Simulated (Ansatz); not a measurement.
Energy needed to pull apart AsH3SeO, singlet, into free ground-state atoms, from the structure below (displaced at random from a GFN2-xTB minimum); no zero-point or spin–orbit terms; open-shell atoms are treated unrestricted, in their ground-state multiplicity.

| atom | x (Å) | y (Å) | z (Å) |
| --- | --- | --- | --- |
| As1 | -0.3494 | 0.2301 | -1.2873 |
| O2 | 0.0881 | -0.7875 | 0.1861 |
| Se3 | 1.6073 | -0.6804 | 0.9333 |
| H4 | -1.6766 | -0.5308 | -1.3621 |
| H5 | -0.9800 | 1.3084 | -0.5389 |
| H6 | 1.3750 | 0.3077 | 1.8962 |

Ansatz 0.2.0; basis: def2-TZVPP; cores frozen in the correlated methods. Filled d shells of the heavier atoms are correlated. The def2 sets are not built for correlating such inner shells, so the correlated values are less sure here.

```json
{"method": "PBE-D4", "atomization energy (kJ/mol)": "1487"}
{"method": "r2SCAN-D4", "atomization energy (kJ/mol)": "1449"}
{"method": "PBE0-D4", "atomization energy (kJ/mol)": "1423"}
{"method": "BHLYP-D4", "atomization energy (kJ/mol)": "?"}
{"method": "CAM-B3LYP-D4", "atomization energy (kJ/mol)": "1457"}
{"method": "wB97M-V", "atomization energy (kJ/mol)": "1445"}
{"method": "HF", "atomization energy (kJ/mol)": "795"}
{"method": "MP2", "atomization energy (kJ/mol)": "1402"}
{"method": "CCSD", "atomization energy (kJ/mol)": "?"}
{"method": "CCSD(T)", "atomization energy (kJ/mol)": "1394"}
```

(1) What does BHLYP-D4 give? (An estimate is asked for; the value comes from the calculation.)

(2) What does CCSD give? (Judge from chemistry; the value comes from the calculation.)

The T1 diagnostic stays at or below 0.013.

Results:

(1) Computed: 1371 kJ/mol, which is about 23 kJ/mol less than CCSD(T)/def2-TZVPP.

(2) The calculation gives: 1356 kJ/mol, which is about 38 kJ/mol less than CCSD(T)/def2-TZVPP.

In triple zeta the MP2 and coupled-cluster atomization energies are still short of their basis limit by a few kcal/mol a bond, whereas those of the functionals are nearly converged, so these differences are not deviations from converged CCSD(T).

For scale, one of the runs: CCSD(T)/def2-TZVPP forces, 169 basis functions (an equivalent command: `ansatz run in.yaml --threads 4`). The run took 4.1 min on 4 CPU threads (shared host), with 2.6 GiB of host memory at its peak.
